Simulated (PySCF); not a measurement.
# What a mistake does to a calculation on AlCGeH9Si

These are calculations, not measurements. The program is PySCF 2.14.0, an open-source quantum chemistry code, run on an isolated molecule that a program drew, which may never have been made. The molecule is AlCGeH9Si (charge 0, singlet), drawn as the SMILES string `[CH3][GeH]([AlH2])[SiH3]`.

Each row is a Hartree-Fock (HF) and frozen-core CCSD(T) single point in the cc-pV(D+d)Z basis, meant for a local HF minimum. Run 1 is clean. Each other run has one planted mistake out of seven kinds, and not every kind appears here: one electron removed, one electron added, multiplicity raised by two, geometry at a saddle point, minimal basis STO-3G, one bond length entered in bohr, all coordinates scaled. The reference is restricted for singlets and unrestricted otherwise, and also for a bond in bohr. Adding or removing an electron swaps singlet and doublet. Electrons count all cores. HOMO and LUMO are orbital energies over both spins, the gradient is its largest component, and the lowest frequency (negative if imaginary) is given only where the gradient is small. Bond lengths are over the 12 bonds as drawn. T1 is the CCSD diagnostic: over 0.02 (restricted) or 0.045 (unrestricted) a single reference is doubtful. Germanium has the cc-pVDZ-PP basis, with a core potential (ECP10MDF) in place of its 10 inner electrons, and its 3s, 3p and 3d shells are frozen in CCSD(T).

Geometry of the clean run:
```xyz
13
AlCGeH9Si, angstrom
C    -1.3647    0.9499    0.3781
Ge    0.2734   -0.0605    0.8559
Al    0.3955   -2.3290   -0.2108
Si    2.2116    1.2910    0.3594
H    -1.3859    1.9107    0.8956
H    -1.3984    1.1326   -0.6979
H    -2.2554    0.3845    0.6587
H     0.2788   -0.2418    2.3916
H     1.6121   -3.2923    0.1024
H    -0.7263   -2.8257   -1.2131
H     3.4490    0.6255    0.8363
H     2.3358    1.4946   -1.1072
H     2.1128    2.6251    1.0019
```

```
run,electrons,basis functions,<S^2>,HOMO (eV),LUMO (eV),gradient (hartree/bohr),lowest frequency (cm^-1),mean bond (Å),longest bond (Å),T1,HF (hartree),CCSD(T) (hartree),mistake
1,74,128,0.000,-9.35,0.70,8.5e-06,51,1.6125,2.510,0.0116,-867.33597,-867.83900,no fault
2,74,128,0.828,-8.37,0.41,9.6e-03,-,1.7225,2.804,0.0415,-867.22783,-867.72067,one bond length entered in bohr
3,74,128,2.017,-5.63,-1.92,4.4e-02,-,1.6125,2.510,0.0180,-867.21240,-867.71004,multiplicity raised by two
4,74,128,0.000,-9.46,0.94,8.6e-02,-,1.4722,2.291,0.0111,-867.23999,-867.73769,?
5,73,128,0.776,-15.31,-7.28,5.0e-02,-,1.6125,2.510,0.0159,-867.03088,-867.51381,?
```

**Which mistake was planted in run 4, and what did it cost?**

The mean and the longest bond both change by the same factor, 0.913, and the gradient is no longer small. So the mistake is: all coordinates scaled. Subtracting run 1 and multiplying by 627.51 kcal/mol a hartree, the energy moved by 60.2 kcal/mol in HF and 63.6 kcal/mol in CCSD(T).

**Which mistake was planted in run 5, and what did it cost?**

It counts 73 electrons, one fewer than the clean run, at the same geometry and basis. So the mistake is: one electron removed. Subtracting run 1 and multiplying by 627.51 kcal/mol a hartree, the energy moved by 191.4 kcal/mol in HF and 204.1 kcal/mol in CCSD(T).

